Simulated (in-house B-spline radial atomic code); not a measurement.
**CAM-B3LYP excitations of O⁴⁺**

Method: CAM-B3LYP. Computed with an all-electron radial atomic-structure program (B-spline basis): linear response of the closed shell [He] 2s2 with the functional's adiabatic kernel; scalar-relativistic (spin-free one-electron X2C), finite nucleus, no spin-orbit coupling, no double excitations, S, P, D and F terms only.

Command:
```bash
python run_td.py task.json out
```
Settings (radii: box in bohr, nucleus in fm):
```
Z                        8
electrons                4
configuration            [He] 2s2
hamiltonian              x2c
method                   camb3lyp
box_radius               19.1
rms_radius               2.6991
intervals                73
```

Cost of the run: 0.3 s on 1 thread of Intel(R) Xeon(R) Platinum 8488C (Sapphire Rapids), with other jobs on the host.

The lowest states, in the order of their Tamm-Dancoff energies; the method's threshold (minus the highest occupied level) is 106.72 eV. Labels give the largest channel, * marks a mixed state, and oscillator strengths are full-response dipole values. Semilocal kernels can invert the small singlet-triplet splittings of Rydberg terms. Energies in eV:

```csv
state,full response,Tamm-Dancoff,oscillator strength
2s → 2p 3P,7.226,8.607,-
2s → 2p 1P,18.064,18.998,0.489
2s → 3s 3S,64.79,64.80,-
2s → 3s 1S,?,?,-
2s → 3p 3P,68.52,68.54,-
2s → 3p 1P,69.36,69.36,0.386
2s → 3d 3D,70.90,70.94,-
2s → 3d 1D,72.50,72.50,-
2s → 4s 3S,84.82,84.82,-
2s → 4s 1S,85.49,85.50,-
2s → 4p 3P,?,?,-
2s → 4p 1P,86.53,86.53,0.115
2s → 4d 3D,87.21,87.22,-
2s → 4d 1D,87.71,87.71,-
2s → 4f 3F,87.96,87.96,-
2s → 4f 1F,88.03,88.03,-
2s → 5s 3S,93.27,93.27,-
```

**Question.** Where does 2s → 4p 3P lie?

**Answer.** At 86.26 eV in full response, 86.27 eV in Tamm-Dancoff.

**Question.** Where does 2s → 3s 1S lie?

**Answer.** At 66.96 eV in full response, 67.00 eV in Tamm-Dancoff.

**Question.** How large is the singlet-triplet splitting of 2s → 2p (P terms) in Tamm-Dancoff?

**Answer.** 10.4 eV, from the unrounded values.

**Question.** What polarisabilities and dispersion coefficient does the method give?

**Answer.** Dipole 1.214 bohr³, quadrupole 0.5111 bohr⁵, C6 0.831 hartree·bohr⁶ for two such species.
